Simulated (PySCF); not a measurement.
Cl2O2W (SMILES [O]=[W](=[O])([Cl])[Cl]), singlet, geometry from GFN2-xTB (such geometries of metal compounds can be far from the true shape) (core potentials on W), with bond 3-1 at 1.3 times its length; DF-SVWN5/def2-SVP in PySCF.

Input for PySCF:
```python
from pyscf import gto, scf, dft

mol = gto.Mole()
mol.atom = '''
    W     0.220708   -0.043837    0.072484
    O     1.421067   -0.597577   -0.956774
    O     0.863681    0.238379    2.134167
    Cl   -0.535690    1.843740   -0.688017
    Cl   -1.430390   -1.453238    0.042322
'''
mol.basis = 'def2-svp'
mol.ecp = {'W': 'def2-svp'}
mol.charge = 0
mol.spin = 0
mol.verbose = 4
mol.build()

mf = dft.RKS(mol)
mf.xc = 'lda,vwn'
mf.DIIS = scf.EDIIS
mf = mf.density_fit(auxbasis='def2-universal-jkfit')
mf.kernel()
```

Output, abridged:

```
PySCF version 2.14.0

[INPUT] verbose = 4
[INPUT] num. atoms = 5
[INPUT] num. electrons = 64
[INPUT] charge = 0
[INPUT] spin (= nelec alpha-beta = 2S) = 0
[INPUT] symmetry False subgroup None
[INPUT] Mole.unit = angstrom
[INPUT] Symbol           X                Y                Z      unit          X                Y                Z       unit  Magmom
[...]
nuclear repulsion = 319.354442728687
number of shells = 40
number of NR pGTOs = 177
number of NR cGTOs = 96
basis = def2-svp
ecp = {'W': 'def2-svp'}

******** <class 'pyscf.df.df_jk.DFRKS'> ********
method = DFRKS
initial guess = minao
damping factor = 0
level_shift factor = 0
DIIS = <class 'pyscf.scf.diis.EDIIS'>
diis_start_cycle = 1
diis_space = 8
diis_damp = 0
SCF conv_tol = 1e-09
SCF conv_tol_grad = None
SCF max_cycles = 50
direct_scf = False
XC library pyscf.dft.libxc version 7.1.2
    S. Lehtola, C. Steigemann, M. J. T. Oliveira, and M. A. L. Marques,  SoftwareX 7, 1–5 (2018)
XC functionals = lda,vwn
    P. A. M. Dirac,  Math. Proc. Cambridge Philos. Soc. 26, 376 (1930)
    F. Bloch,  Z. Phys. 57, 545 (1929)
    S. H. Vosko, L. Wilk, and M. Nusair,  Can. J. Phys. 58, 1200 (1980)
radial grids:
    Treutler-Ahlrichs [JCP 102, 346 (1995); DOI:10.1063/1.469408] (M4) radial grids

becke partition: Becke, JCP 88, 2547 (1988); DOI:10.1063/1.454033
pruning grids: <function nwchem_prune>
grids dens level: 3
symmetrized grids: False
atomic radii adjust function: <function treutler_atomic_radii_adjust>
small_rho_cutoff = 0
Set gradient conv threshold to 3.16228e-05
Initial guess from minao.
tot grids = 90232
init E= -1121.29302997589
[...]
cycle= 1 E= -1132.81377987578  delta_E= -11.5  |g|= 1.73  |ddm|= 7.27
[...]
cycle= 2 E= -1118.00678283972  delta_E= 14.8  |g|= 6.04  |ddm|= 8.29
[...]
cycle= 3 E= -1128.09597378829  delta_E= -10.1  |g|=  4.5  |ddm|= 9.62
[...]
cycle= 4 E= -1131.06982581835  delta_E= -2.97  |g|= 2.98  |ddm|= 2.29
[...]
cycle= 5 E= -1131.06982620604  delta_E= -3.88e-07  |g|= 2.98  |ddm|= 2.62e-07
[...]
cycle= 6 E= -1131.06982627518  delta_E= -6.91e-08  |g|= 2.98  |ddm|= 4.68e-08
[...]
cycle= 7 E= -1131.06982624264  delta_E= 3.25e-08  |g|= 2.98  |ddm|= 2.2e-08
[...]
cycle= 8 E= -1131.06982625241  delta_E= -9.77e-09  |g|= 2.98  |ddm|= 6.61e-09
[...]
cycle= 9 E= -1131.06982623956  delta_E= 1.29e-08  |g|= 2.98  |ddm|= 8.7e-09
[...]
cycle= 10 E= -1131.06982613933  delta_E= 1e-07  |g|= 2.98  |ddm|= 6.79e-08
[...]
cycle= 11 E= -1108.35123125473  delta_E= 22.7  |g|= 7.02  |ddm|=   11
[...]
[...]
[...]
cycle= 21 E= -1115.26114201535  delta_E= -12.6  |g|= 7.08  |ddm|= 17.6
[...]
cycle= 22 E= -1127.02168413789  delta_E= -11.8  |g|=  4.8  |ddm|= 13.7
[...]
cycle= 23 E= -1127.11670824568  delta_E= -0.095  |g|= 4.76  |ddm|= 0.0566
[...]
cycle= 24 E= -1127.11670848773  delta_E= -2.42e-07  |g|= 4.76  |ddm|= 1.26e-07
[...]
cycle= 25 E= -1127.11670851762  delta_E= -2.99e-08  |g|= 4.76  |ddm|= 2.07e-08
[...]
cycle= 26 E= -1127.1167086704  delta_E= -1.53e-07  |g|= 4.76  |ddm|= 6.81e-08
[...]
cycle= 27 E= -1127.11670851822  delta_E= 1.52e-07  |g|= 4.76  |ddm|= 6.82e-08
[...]
cycle= 28 E= -1127.11670852181  delta_E= -3.59e-09  |g|= 4.76  |ddm|= 1.79e-09
[...]
cycle= 29 E= -1096.89145836158  delta_E= 30.2  |g|=  7.9  |ddm|= 16.3
[...]
cycle= 30 E= -1104.11097263072  delta_E= -7.22  |g|= 8.45  |ddm|= 19.6
[...]
cycle= 31 E= -1124.7824812799  delta_E= -20.7  |g|= 5.78  |ddm|= 15.7
[...]
cycle= 32 E= -1126.40667128763  delta_E= -1.62  |g|= 5.07  |ddm|= 1.24
[...]
cycle= 33 E= -1126.4066711532  delta_E= 1.34e-07  |g|= 5.07  |ddm|= 6.05e-08
[...]
cycle= 34 E= -1126.40667131391  delta_E= -1.61e-07  |g|= 5.07  |ddm|= 8.29e-08
[...]
cycle= 35 E= -1126.40667128823  delta_E= 2.57e-08  |g|= 5.07  |ddm|= 2.76e-08
[...]
cycle= 36 E= -1126.40667128756  delta_E= 6.72e-10  |g|= 5.07  |ddm|= 6.67e-10
[...]
cycle= 37 E= -1126.40667129687  delta_E= -9.31e-09  |g|= 5.07  |ddm|= 9.64e-09
[...]
cycle= 38 E= -1093.00725786157  delta_E= 33.4  |g|= 7.82  |ddm|= 16.9
[...]
cycle= 39 E= -1096.38770717009  delta_E= -3.38  |g|= 8.99  |ddm|= 18.1
[...]
cycle= 40 E= -1118.05021719324  delta_E= -21.7  |g|= 7.52  |ddm|= 14.8
[...]
cycle= 41 E= -1127.73206400328  delta_E= -9.68  |g|= 4.49  |ddm|= 10.6
[...]
cycle= 42 E= -1127.73206400346  delta_E= -1.82e-10  |g|= 4.49  |ddm|= 8.92e-11
[...]
cycle= 43 E= -1127.73206402103  delta_E= -1.76e-08  |g|= 4.49  |ddm|= 2.69e-08
[...]
cycle= 44 E= -1127.73206376618  delta_E= 2.55e-07  |g|= 4.49  |ddm|= 2.85e-07
[...]
cycle= 45 E= -1127.73206400319  delta_E= -2.37e-07  |g|= 4.49  |ddm|= 2.58e-07
[...]
cycle= 46 E= -1127.7320640034  delta_E= -2.14e-10  |g|= 4.49  |ddm|= 1.07e-10
[...]
cycle= 47 E= -1090.59465857434  delta_E= 37.1  |g|= 8.05  |ddm|=   16
[...]
cycle= 48 E= -1089.11565710968  delta_E= 1.48  |g|= 9.11  |ddm|= 17.6
[...]
cycle= 49 E= -1101.80065123199  delta_E= -12.7  |g|= 7.22  |ddm|= 19.4
[...]
cycle= 50 E= -1130.37813148284  delta_E= -28.6  |g|= 3.15  |ddm|= 14.8
SCF not converged.
SCF energy = -1130.37813148284
```

Convergence was not reached.
